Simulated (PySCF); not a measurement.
Fractional electron number in Pd²⁺ (palladium, charge +2)

The 4d beta orbital of [Kr] 4d8 is emptied in steps (occupation f), with all orbitals relaxed, ending at [Kr] 4d7. All numbers are calculated (PySCF 2.14, a scalar-relativistic core potential, in def2-SVP with the def2 core potential (28 electrons) (5s3p2d1f, 31 functions)). The exact energy is a straight line in f; departures are measured from the line between the end points of the same method.

Among BHandHLYP, wB97X, HSE06, which shows the largest delocalisation error (convex curve), and which is closest to linear?

Most convex: HSE06 (-1.366 eV at f = 0.5); closest to linear: wB97X (-0.636 eV).

| f | BHandHLYP (eV) | wB97X (eV) | HSE06 (eV) |
| --- | --- | --- | --- |
| 1 | 0.000 | 0.000 | 0.000 |
| 0.9 | -0.266 | -0.222 | -0.486 |
| 0.7 | -0.630 | -0.526 | -1.141 |
| 0.5 | -0.759 | -0.636 | -1.366 |
| 0.3 | -0.646 | -0.542 | -1.154 |
| 0.1 | -0.281 | -0.234 | -0.497 |
| 0 | 0.000 | 0.000 | 0.000 |

```
   method  E(f=0) − E(f=1) (eV)  −ε at f=1 (eV)  −ε at f=0.5 (eV)
BHandHLYP                33.640          30.702            33.591
    wB97X                33.701          31.260            33.654
    HSE06                33.746          28.365            33.708
```

Reference removal energy between the ground levels: 32.93 eV (semi-empirical (NIST evaluation); NIST Atomic Spectra Database, ionization energies). The calculation has no spin-orbit coupling. The determinant left behind need not be the lowest term of the ion.
